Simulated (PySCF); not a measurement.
A side-by-side comparison of computed properties.

First species: propyl propionate, C6H12O2.
Atom-mapped SMILES: `[CH3:1][CH2:2][CH2:3][O:4][C:5](=[O:6])[CH2:7][CH3:8]` (hydrogens: H9, H10, H11 on C1; H12, H13 on C2; H14, H15 on C3; H16, H17 on C7; H18, H19, H20 on C8)

Second species: tert-butyl acetate, C6H12O2.
Cartesian coordinates in Å at the GFN2-xTB level; atoms count from 1:
```xyz
20
C6H12O2 angstrom
C      2.9634    0.0418   -0.3310
C      1.5898   -0.4713    0.0349
O      1.3945   -1.4950    0.6375
O      0.6560    0.3718   -0.3948
C     -0.7558    0.1332   -0.1549
C     -1.4532    1.3299   -0.8024
C     -1.0343    0.0993    1.3474
C     -1.1903   -1.1688   -0.8263
H      3.5570   -0.7741   -0.7343
H      3.4510    0.4004    0.5733
H      2.8863    0.8521   -1.0486
H     -2.5298    1.2323   -0.6994
H     -1.2006    1.3830   -1.8581
H     -1.1333    2.2518   -0.3242
H     -0.5425   -0.7553    1.8036
H     -2.1040    0.0237    1.5201
H     -0.6656    1.0096    1.8159
H     -0.6882   -2.0158   -0.3674
H     -2.2641   -1.2937   -0.7186
H     -0.9413   -1.1444   -1.8853
```

Levels: PBE0/def2-SVPD for dipole moment, HOMO energy, LUMO energy, HOMO–LUMO gap, static isotropic polarisability and electronic spatial extent ⟨r²⟩ about the centre of nuclear charge; TDDFT PBE0/def2-SVPD for lowest singlet excitation; TDA PBE0/def2-SVPD for lowest triplet excitation (Tamm–Dancoff); GFN2-xTB for rotational constant A and rotational constant C. Geometries: GFN2-xTB. Each species is one conformer at its optimised geometry, gas phase, non-relativistic unless stated. Electronic properties by PySCF.

The conformers computed, where there is a choice (atom-mapped SMILES and torsion angles):
- `[CH3:1][CH2:2][CH2:3][O:4][C:5](=[O:6])[CH2:7][CH3:8]`: C1–C2–C3–O4 176°, C2–C3–O4–C5 85°, C3–O4–C5–O6 2°, O4–C5–C7–C8 -127°
- `[CH3:1][C:2](=[O:3])[O:4][C:5]([CH3:6])([CH3:7])[CH3:8]`: C1–C2–O4–C5 -179°, C2–O4–C5–C6 180°

Values for the first species:

* Dipole moment: 1.77 D
* HOMO energy: -7.96 eV
* LUMO energy: 0.22 eV
* HOMO–LUMO gap: 8.18 eV
* Lowest singlet excitation: 5.95 eV
* Lowest triplet excitation (Tamm–Dancoff): 5.43 eV
* Static isotropic polarisability: 80.8 au
* Electronic spatial extent ⟨r²⟩ about the centre of nuclear charge: 1480 bohr²
* Rotational constant A: 6.433 GHz
* Rotational constant C: 0.826 GHz

Question: Estimate the same properties for the second species, and the change in each.

Answer: 
```tsv
property	first	second	second less first
dipole moment	1.77 D	2.00 D	+0.23 D
HOMO energy	-7.96 eV	-7.74 eV	+0.22 eV
LUMO energy	0.22 eV	0.35 eV	+0.13 eV
HOMO–LUMO gap	8.18 eV	8.09 eV	-0.09 eV
lowest singlet excitation	5.95 eV	5.82 eV	-0.13 eV
lowest triplet excitation (Tamm–Dancoff)	5.43 eV	5.32 eV	-0.11 eV
static isotropic polarisability	80.8 au	79.8 au	-1.0 au
electronic spatial extent ⟨r²⟩ about the centre of nuclear charge	1480 bohr²	1068 bohr²	-412 bohr²
rotational constant A	6.433 GHz	3.327 GHz	-3.106 GHz
rotational constant C	0.826 GHz	1.310 GHz	+0.484 GHz
```

On the first: A dipole of 1.77 D is allowed in C1, and pure rotational transitions are dipole-allowed. S1 lies 2.23 eV below the HOMO–LUMO gap; its leading configuration is HOMO→LUMO, weight 0.89.

On the second: S1 lies 2.27 eV below the HOMO–LUMO gap; its leading configuration is HOMO→LUMO, weight 0.97. The vertical singlet–triplet gap S1 − T1 is 0.50 eV (TDDFT singlet less Tamm–Dancoff triplet; S1: HOMO→LUMO, weight 0.97; T1: HOMO→LUMO, weight 0.95).
